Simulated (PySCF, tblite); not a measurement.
One entry of a table of gas-phase calculations, keyed by method. Lists by class give the value and the number of equivalent atoms.

```json
{
 "formula": "C5H5ClNP",
 "smiles": "Cc1nc(Cl)ccp1",
 "charge": 0,
 "multiplicity": 1,
 "geometry_level": "GFN2-xTB",
 "atoms_angstrom": [
  ["C", 2.345, -0.097, 0.003],
  ["C", 0.849, -0.15, -0.009],
  ["N", 0.239, 1.012, 0.03],
  ["C", -1.066, 1.14, 0.033],
  ["Cl", -1.638, 2.77, 0.089],
  ["C", -1.995, 0.108, -0.007],
  ["C", -1.583, -1.206, -0.049],
  ["P", 0.074, -1.731, -0.064],
  ["H", 2.692, 0.244, 0.978],
  ["H", 2.77, -1.078, -0.2],
  ["H", 2.697, 0.618, -0.738],
  ["H", -3.047, 0.352, -0.004],
  ["H", -2.34, -1.981, -0.079]
 ],
 "electronic_structure_code": "PySCF",
 "results": {
  "GFN2-xTB geometry": {
   "rotational_constants_GHz": [2.69, 1.055, 0.761]
  },
  "CAM-B3LYP/def2-SVPD ground state and vertical TDDFT (core frozen in the response)": {
   "dipole_D": 1.76,
   "homo_eV": -8.32,
   "lumo_eV": -0.98,
   "S1_eV": 4.15,
   "strongest_line_of_8_singlets_eV": 6.26,
   "T1_tda_eV": 3.0,
   "polarisability_au": 105.1,
   "r2_bohr2_about_centre_of_nuclear_charge": 1390.6,
   "singlets_eV_and_f": [
    [4.15, 0.006],
    [4.52, 0.001],
    [4.59, 0.127],
    [4.96, 0.157],
    [5.68, 0.008],
    [6.12, 0.005],
    [6.26, 0.203],
    [6.58, 0.0]
   ],
   "triplets_tda_eV": [3.0, 3.72, 3.78]
  },
  "PBE0/pcSseg-1 ground state and GIAO shieldings, non-relativistic": {
   "shift_vs_computed_TMS_C_by_class_ppm": [
    [206.5, 1],
    [178.1, 1],
    [162.8, 1],
    [128.2, 1],
    [33.3, 1]
   ],
   "shift_vs_computed_TMS_H_by_class_ppm": [
    [9.49, 1],
    [7.62, 1],
    [3.07, 3]
   ],
   "shielding_other_nuclei_by_class_ppm": [
    ["N", -96.0, 1],
    ["P", 121.2, 1],
    ["Cl", 610.0, 1]
   ],
   "charges_hirshfeld_e_by_atom": [-0.13, 0.03, -0.15, 0.08, -0.03, -0.06, -0.09, 0.08, 0.05, 0.04, 0.05, 0.06, 0.06]
  },
  "GFN2-xTB harmonic vibrations, gas phase": {
   "strongest_ir_bands_cm-1_km_per_mol_modes": [
    [896.9, 60.8, 1],
    [1118.7, 80.7, 1],
    [1163.0, 68.7, 1],
    [1386.3, 21.2, 1],
    [1461.4, 21.6, 1],
    [1515.0, 137.1, 1]
   ],
   "zpe_kcal_per_mol": 54.8
  }
 }
}
```

With B = h/(8π²I), that is 505.379 GHz u Å² over I, the principal moments of inertia are 187.9, 478.9 and 663.7 u Å² (most abundant isotopes); the inertial defect Ic − Ia − Ib is -3.1 u Å² (zero for a rigid planar frame, negative otherwise). S1 lies 3.19 eV below the HOMO–LUMO gap; its leading configuration is HOMO−1→LUMO, weight 0.98.

